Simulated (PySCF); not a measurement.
# How the method changes the shape and vibrations of FH3NSi

These are calculations, not measurements. The program is PySCF 2.14.0, an open-source quantum chemistry code, run on an isolated molecule that a program drew, which may never have been made. The molecule is FH3NSi (charge 0, doublet), drawn as the SMILES string `N[SiH]F`.

The geometry was optimised and harmonic frequencies were computed with HF and MP2, all in the cc-pV(D+d)Z basis, for the commonest isotopes, with a restricted reference for singlets and an unrestricted one otherwise, and a frozen core in MP2. Each result is a local minimum of its method.

Geometry at the HF minimum:
```xyz
6
FH3NSi, angstrom
N    -1.7319   -1.7875    0.7511
Si   -1.9675   -0.1464    1.1356
F    -2.1074    0.1344    2.7312
H    -2.5023   -2.4314    0.7659
H    -0.8734   -2.2527    0.9774
H    -3.2418    0.2942    0.5327
```

Lengths of the bonds as drawn, in Å (atoms numbered as above):
| bond | HF | MP2 |
|---|---|---|
| N1-Si2 | 1.702 | 1.717 |
| Si2-F3 | 1.626 | 1.646 |
| N1-H4 | 1.004 | 1.020 |
| N1-H5 | 1.002 | 1.017 |
| Si2-H6 | 1.477 | 1.482 |

Rotational constants, in GHz:
```
constant,HF,MP2
A,26.95,27.26
B,7.002,6.757
C,5.908,5.751
```

Harmonic frequencies in cm^-1, each column in rising order, so a row needn't be the same motion in every method:
| rank | HF | MP2 |
|---|---|---|
| 1 | 228 | 235 |
| 2 | 295 | 283 |
| 3 | 437 | 430 |
| 4 | 663 | 623 |
| 5 | 834 | 798 |
| 6 | 882 | 847 |
| 7 | 929 | 897 |
| 8 | 978 | 939 |
| 9 | 1686 | 1563 |
| 10 | 2314 | ? |
| 11 | 3764 | 3584 |
| 12 | 3862 | 3696 |

**Estimate the missing MP2 frequency from the HF column.**

A single factor s that minimises the squared misfit of MP2 against s times HF over the other rows is sum(HF x MP2) / sum(HF^2) = 0.9531, with an rms misfit of 16 cm^-1. For rank 10 it gives 0.9531 x 2314 = 2205 cm^-1. The calculation gives 2268 cm^-1, 63 cm^-1 above the estimate. The drawn bonds are on average 1.1 % longer in MP2 than in HF.
